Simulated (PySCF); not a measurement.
**A ladder of Hamiltonians for Fe²²⁺ (iron, charge +22)**

Occupied: 1s1/2, 2s1/2. Hartree-Fock calculated with PySCF 2.14 in an even-tempered Gaussian basis (16 s from 1.9 bohr⁻², ratio 2.7; 11 p from 2.3 bohr⁻², ratio 2.7), Gaussian nucleus throughout. NR is non-relativistic, sf-X2C the spin-free one-electron X2C Hamiltonian, X2C adds the bare one-electron spin-orbit term, X2C-SNSO screens it by Boettger's factors, DC is four-component Dirac-Coulomb, and the Gaunt and Breit terms are added at first order (total energies over the DC spinors, levels after relaxing the spinors in that mean field). QED terms are absent. Levels marked empty are virtual spinors of this ion.

| Hamiltonian | E (hartree) | E − E(DC) (hartree) | CPU seconds |
| --- | --- | --- | --- |
| NR | -804.9490 | 7.5500 | 0.2 |
| sf-X2C | -812.3651 | 0.1338 | 0.1 |
| X2C | -812.3651 | 0.1338 | 0.11 |
| X2C-SNSO | -812.3651 | 0.1338 | 0.11 |
| DC | -812.4990 | 0.0000 | 1.7 |
| DC+Gaunt | -812.2227 | 0.2763 | 2.9 |
| DC+Breit | -812.2278 | 0.2712 | 23 |

Q: Give the 2p spin-orbit interval with each Hamiltonian that has one.

A: X2C 16.59; X2C-SNSO 15.30; DC 15.46; DC+Gaunt 14.96; DC+Breit 14.96 (eV).

```tsv
level (eV)	NR	sf-X2C	X2C	X2C-SNSO	DC	DC+Gaunt	DC+Breit
1s1/2	-8494.3	-8565.5	-8565.5	-8565.5	-8568.7	-8562.1	-8562.2
2s1/2	-1924.1	-1944.5	-1944.5	-1944.5	-1944.8	-1944.1	-1944.2
2p1/2 (empty)	-1783.3	-1790.3	-1801.4	-1800.6	-1800.8	-1799.5	-1799.7
2p3/2 (empty)	-1783.3	-1790.3	-1784.8	-1785.2	-1785.3	-1784.6	-1784.8
3s1/2 (empty)	-782.09	-788.64	-788.64	-788.64	-788.72	-788.53	-788.56
```

Weight of the small component: 1s1/2 0.00885, 2s1/2 0.00197, 2p1/2 0.00190, 2p3/2 0.00188, 3s1/2 0.000790.

Koopmans' value for the highest occupied level at DC+Breit: 1944.2 eV, against an ionisation energy of 1950.4 ± 1.8 eV (semi-empirical (NIST evaluation); NIST Atomic Spectra Database, ionization energies); the former lacks relaxation, correlation, QED and recoil.

The whole ladder took 28 s of wall time on 1 thread of Neoverse-V1 (shared host), launched as `OMP_NUM_THREADS=1 python relrun2.py TASK.json OUT` (a driver that calls PySCF for each Hamiltonian).
